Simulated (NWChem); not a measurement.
Molecule: MgGeH3Cl; SMILES [Cl][Mg][GeH3]

```xyz
6

Mg    -0.1159     0.5964    -0.6224
Cl    -0.3713     2.1937    -2.1283
Ge     0.1796    -1.2602     1.1289
H      1.0971    -2.4034     0.6356
H      0.8064    -0.7443     2.4450
H     -1.1595    -1.9251     1.5236
```
Atoms are numbered in this order, from 1.

Computed with NWChem. Coordinates come from a PBE0/def2-SVP optimisation. Ions are spin-unrestricted doublets at the neutral geometry; other ion states weren't tried.

Problem. What does the run give for PBE0/def2-SVP? Quantities: vertical ionisation energy, ΔSCF (eV); −ε(HOMO) (eV).

Solution. 
| Quantity | Result |
|---|---|
| vertical ionisation energy, ΔSCF (eV) | 9.62 |
| −ε(HOMO) (eV) | 7.52 |
